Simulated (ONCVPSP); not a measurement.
## Plane-wave convergence, ONCV potential for neon (Ne)

ONCVPSP 4.0.1 input, shortened (lines: element, Z, core and valence counts, functional; n l f; lmax; l rc ep ncon nbas qcut; lloc lpopt rc5 dvloc0; l nproj debl; icmod fcfact rcfact), LDA (Perdew-Wang 92), scalar-relativistic:

```
  Ne 10.00    1    2  -001012      upf
    1    0    2.00
    2    0    2.00
    2    1    6.00
    2
    0    0.55    0.00    4    7   12.80
    1    1.25    0.00    4    8   13.00
    2    1.30    0.10    5   10   11.60
    4    5    0.45    0.00
    0    2    3.00
    1    1    3.10
    2    2    0.70
    3    2.50    1.00
```

For each optimised wave give the share of its norm inside rc, the residual kinetic energy above qcut (Ha) and the cutoffs (Ha) for errors of 10, 1, 0.1 and 0.01 mHa per electron.

```tsv
wave	norm inside rc	residual KE	10 mHa	1 mHa	0.1 mHa	0.01 mHa
2s	0.187	2.8e-04	51.9	71.4	127.0	385.8
s projector 2	0.049	1.1e-03	41.8	100.2	469.2	573.3
2p	0.749	2.9e-08	41.4	52.7	62.1	69.5
d projector 1	0.000	5.9e-12	0.1	0.3	1.0	4.7
d projector 2	0.014	2.7e-09	3.0	10.8	23.9	36.9
```

The occupied waves need 71 Ha and 127 Ha for 1 and 0.1 mHa. Rows with under 1 % of the norm inside rc give no meaningful cutoff. Its largest configuration-test error is +487 meV.
